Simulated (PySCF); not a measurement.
Molecule: SMILES C1CCC(C=O)CC1, C₇H₁₂O.

Cartesian coordinates in Å; atom numbers follow the order of the lines, from 1:
```xyz
20

O     2.287   -0.353   -1.392
C     1.859    0.542   -0.714
C     1.089    0.378    0.576
C     0.687   -1.071    0.842
C    -0.459   -1.521   -0.060
C    -1.648   -0.570    0.018
C    -1.234    0.862   -0.301
C    -0.110    1.332    0.618
H     2.038    1.613   -1.005
H     1.812    0.709    1.348
H     1.562   -1.724    0.699
H     0.383   -1.161    1.899
H    -0.766   -2.544    0.211
H    -0.096   -1.573   -1.100
H    -2.079   -0.602    1.036
H    -2.447   -0.898   -0.666
H    -2.095    1.544   -0.221
H    -0.896    0.916   -1.353
H     0.210    2.354    0.351
H    -0.481    1.386    1.655
```

Geometry PBE0-D3(BJ)/def2-SVP throughout; GIAO in PySCF, gas phase, one conformer, non-relativistic; equivalent atoms averaged; functional PBE0.

(1) How do the absolute shieldings σ depend on the basis set? (a selection of nuclei; ppm; last column core-seconds on shared hosts with different chips, so compare them loosely)

(2) Which nucleus among those listed moves most, in ppm?

(3) Taking the largest basis, def2-TZVP (320 functions), as the yardstick, rank the others by their worst heavy-atom deviation.

Results:

(1) 
| basis set | functions | C4/C8 | C6 | C5/C7 | H9 | H10 | H11/H19 | H16 | H15 | H14/H18 | core-s |
| --- | --- | --- | --- | --- | --- | --- | --- | --- | --- | --- | --- |
| STO-3G | 52 | 207.4 | 208.5 | 209.3 | 23.24 | 30.84 | 31.00 | 31.74 | 31.95 | 32.24 | 5.6 |
| pcSseg-0 | 96 | 167.5 | 167.1 | 170.0 | 22.54 | 30.72 | 30.76 | 31.48 | 31.75 | 31.74 | 10 |
| 6-31G | 96 | 173.8 | 173.1 | 175.9 | 21.89 | 30.38 | 30.35 | 31.01 | 31.20 | 31.09 | 12 |
| 6-31G* | 136 | 169.3 | 168.2 | 170.9 | 22.11 | 29.93 | 29.77 | 30.40 | 30.65 | 30.54 | 18 |
| cc-pVDZ | 172 | 169.5 | 168.1 | 171.3 | 21.51 | 29.39 | 29.17 | 29.80 | 30.22 | 30.13 | 21 |
| def2-SVP | 172 | 169.0 | 167.9 | 171.0 | 21.87 | 29.50 | 29.34 | 29.98 | 30.39 | 30.29 | 17 |
| pcSseg-1 | 196 | 157.9 | 156.2 | 159.4 | 21.50 | 29.34 | 29.13 | 29.75 | 30.17 | 30.08 | 25 |
| 6-311+G(2d,p) | 288 | 160.0 | 158.2 | 161.4 | 21.41 | 29.28 | 29.22 | 29.90 | 30.38 | 30.29 | 59 |
| aug-cc-pVDZ | 292 | 168.4 | 166.6 | 169.8 | 21.20 | 29.10 | 29.00 | 29.72 | 30.20 | 30.11 | 52 |
| def2-TZVP | 320 | 159.4 | 157.5 | 160.9 | 21.43 | 29.28 | 29.18 | 29.88 | 30.33 | 30.23 | 56 |

(2) C6 (sp3 CH2 in a ring): from 156.2 ppm with pcSseg-1 to 208.5 ppm with STO-3G. The smallest spread is 1.74 ppm, at H10. Proton shifts span only some 12 ppm, so a few tenths of a ppm matter as much there as several ppm in carbon.

(3) 6-311+G(2d,p) 0.7 ppm (288 functions), pcSseg-1 1.5 ppm (196 functions), aug-cc-pVDZ 9.1 ppm (292 functions), pcSseg-0 9.6 ppm (96 functions), def2-SVP 10.3 ppm (172 functions), cc-pVDZ 10.6 ppm (172 functions), 6-31G* 10.7 ppm (136 functions), 6-31G 15.5 ppm (96 functions), STO-3G 50.9 ppm (52 functions).

A small basis that lands close on one nucleus may do so by chance; judge by the trend and by all nuclei.
